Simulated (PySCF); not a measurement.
Isomers of C6H12N2, from PBE0-D3(BJ)/def2-SVP geometry optimisation, gas phase (PySCF 2.14.0). One conformer each, no zero-point energy, no frequencies.

**Question.** Which is lowest in electronic energy at this level?
A. `[CH3:1][CH2:2][N:3]1[CH2:4][C@H:5]([CH3:6])[CH:7]=[N:8]1` with C1–C2–N3–C4 -69°, C2–N3–C4–C5 165°, N3–C4–C5–C6 93°, C4–C5–C7–N8 18°, C2–N3–N8–C7 -157°: A = 4781, B = 1347, C = 1235 MHz, dipole 1.92 D
B. `C1CN2CCN1CC2` (triethylenediamine): A = 2688, B = 2533, C = 2532 MHz, dipole 0.00 D
C. `[CH3:1][CH2:2][CH2:3][N:4]1[CH2:5][CH2:6][CH:7]=[N:8]1` with C1–C2–C3–N4 177°, C2–C3–N4–C5 70°, C3–N4–C5–C6 160°, N4–C5–C6–C7 -23°, C5–C6–C7–N8 15°, C3–N4–N8–C7 -153°: A = 6182, B = 1059, C = 946.7 MHz, dipole 1.98 D
D. `[CH2:1]=[CH:2][CH2:3][N:4]([CH3:5])/[N:6]=[CH:7]\[CH3:8]` with C1–C2–C3–N4 136°, C2–C3–N4–C5 85°, C3–N4–N6–C7 -50°: A = 2163, B = 1987, C = 1230 MHz, dipole 1.55 D
E. `[CH2:1]=[CH:2][N:3]1[NH:4][CH2:5][CH2:6][C@@H:7]1[CH3:8]` with C1–C2–N3–N4 17°, C2–N3–N4–C5 84°, N3–N4–C5–C6 40°, N4–C5–C6–C7 -16°, C5–C6–C7–C8 108°: A = 3315, B = 1762, C = 1431 MHz, dipole 1.41 D

**Answer.** B. That is triethylenediamine, `C1CN2CCN1CC2`, 7.7 kcal/mol below the next.

| SMILES | mapped SMILES | E (Eh) | relative (kcal/mol) | relative (kJ/mol) | dipole (D) |
| --- | --- | --- | --- | --- | --- |
| C1CN2CCN1CC2 | [CH2:1]1[CH2:2][N:3]2[CH2:4][CH2:5][N:6]1[CH2:7][CH2:8]2 | -344.69791 | 0.0 | 0.0 | 0.00 |
| CCN1C[C@H](C)C=N1 | [CH3:1][CH2:2][N:3]1[CH2:4][C@H:5]([CH3:6])[CH:7]=[N:8]1 | -344.68557 | 7.7 | 32.4 | 1.92 |
| CCCN1CCC=N1 | [CH3:1][CH2:2][CH2:3][N:4]1[CH2:5][CH2:6][CH:7]=[N:8]1 | -344.68402 | 8.7 | 36.5 | 1.98 |
| C=CN1NCC[C@@H]1C | [CH2:1]=[CH:2][N:3]1[NH:4][CH2:5][CH2:6][C@@H:7]1[CH3:8] | -344.65883 | 24.5 | 102.6 | 1.41 |
| C=CCN(C)/N=C\C | [CH2:1]=[CH:2][CH2:3][N:4]([CH3:5])/[N:6]=[CH:7]\[CH3:8] | -344.63292 | 40.8 | 170.6 | 1.55 |

As drawn, the highest has a C=N bond, an N–N linkage and a C=C bond outside aromatic rings, which the lowest lacks.
